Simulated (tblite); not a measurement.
C9H9NSSi.
Z-matrix (Å and degrees, GFN2-xTB geometry), rows numbered from 1:
```
Si
C   1  1.8716
C   2  1.3756  1  128.75
C   3  1.4150  2  109.75  1   179.28
C   4  1.4075  3  125.53  2   179.57
S   5  1.6396  4  126.82  3  -179.59
C   4  1.4163  3  105.69  2    -0.09
C   7  1.3972  4  133.34  3  -179.62
C   8  1.3702  7  119.35  4  -179.82
C   9  1.4078  8  119.77  7     0.06
C  10  1.3629  9  120.05  8    -0.33
N  11  1.3512 10  120.16  9     0.14
H   1  1.4584  2  107.42  3    -0.63
H   1  1.4676  2  109.44  3   119.84
H   1  1.4679  2  109.02  3  -120.99
H   3  1.0730  2  125.15  1    -0.76
H   5  1.0871  4  115.56  3     0.19
H   8  1.0776  7  118.46  4     0.22
H   9  1.0780  8  120.58  7  -179.94
H  10  1.0776  9  120.25  8   179.69
H  11  1.0789 10  123.11  9  -179.87
```

Calculated harmonic vibrations of the isolated species, GFN2-xTB (tblite), most abundant isotopes, no scaling. This tight-binding method is rough: wavenumbers can miss measured ones by several per cent, in bad cases by 10 to 20. Modes of hydrogen on silicon can be 10 to 20 % off. One conformer, not necessarily the lowest.

Harmonic wavenumbers (cm⁻¹): 62.5, 101.6, 120.6, 129.4, 156.1, 163.4, 225.8, 290.0, 323.2, 391.0, 429.8, 461.0, 515.3, 526.1, 560.7, 571.9, 608.7, 620.6, 697.4, 743.5, 765.7, 772.7, 778.0, 790.9, 792.1, 798.0, 837.9, 861.5, 895.7, 917.5, 952.0, 1026.9, 1069.3, 1097.7, 1136.7, 1158.8, 1179.7, 1231.6, 1259.1, 1295.5, 1332.3, 1357.4, 1436.9, 1448.4, 1472.0, 1497.3, 1531.5, 1608.0, 2225.1, 2233.9, 2310.9, 2972.7, 3097.5, 3105.5, 3115.6, 3119.6, 3159.3.

A = 1119, B = 542.3, C = 366.9 MHz; mass 191.022 u (most abundant isotopes); point group Cs, symmetry number 1.

Q: What is the zero-point energy?

A: ½Σν̃ = 32170 cm⁻¹ = 91.98 kcal/mol.

Q: What is S at 273.15 K and 1 bar for an ideal gas of classical rigid rotors and harmonic oscillators?

A: Translation 41.24, rotation 31.38, vibration 29.32: S = 101.9 cal/(mol K).

Q: And Cp and H(273.15 K) − H(0)?

A: Cp = 43.13 cal/(mol K), of which vibrations give 35.18 (their classical limit is 57 R = 113.3); H(273.15 K) − H(0) = 6.69 kcal/mol without the zero-point energy, 4.52 from vibrations.

Q: Which modes carry the vibrational entropy at 273.15 K?

A: 62.5 cm⁻¹: 4.20; 101.6 cm⁻¹: 3.25; 120.6 cm⁻¹: 2.92; 129.4 cm⁻¹: 2.79; 156.1 cm⁻¹: 2.43; 163.4 cm⁻¹: 2.35 cal/(mol K); the other 51 give 11.38 together.

Q: What must be added to the electronic energy to get the Gibbs energy at 273.15 K and 1 bar?

A: ZPE + [H(273.15 K) − H(0)] − T·S = 91.98 + 6.69 − 27.85 = 70.82 kcal/mol.

Q: Blend soft modes into free rotors: weight 1/[1 + (100 cm⁻¹/ν̃)⁴] for the oscillator and the rest for a rotor with moment μB/(μ + B), μ = h/(8π²ν), B = 10⁻⁴⁴ kg m². What vibrational entropy results?

A: 28.06 cal/(mol K) in place of 29.32, which changes −T·S at 273.15 K by +0.34 kcal/mol.

Q: How do the functions run with temperature in this model?

A: 
| T (K) | S (cal/(mol K)) | Cp (cal/(mol K)) | H − H(0) (kcal/mol) | G − H(0) (kcal/mol) | ln q(vib) |
| --- | --- | --- | --- | --- | --- |
| 50 | 61.4 | 13.0 | 0.48 | -2.59 | 0.31 |
| 100 | 72.6 | 19.8 | 1.31 | -5.95 | 1.43 |
| 298.15 | 105.9 | 46.6 | 7.82 | -23.75 | 7.19 |
| 373.15 | 117.4 | 56.2 | 11.68 | -32.12 | 9.53 |
| 500 | 135.7 | 69.4 | 19.68 | -48.19 | 13.54 |
| 750 | 167.4 | 86.4 | 39.35 | -86.21 | 21.26 |
| 1000 | 193.8 | 96.7 | 62.34 | -131.46 | 28.42 |

q(vib) and H(0) count from the zero-point level.

Hindered rotation and anharmonicity are outside this model. Other conformers, if any are populated, would add a mixing term that is left out.
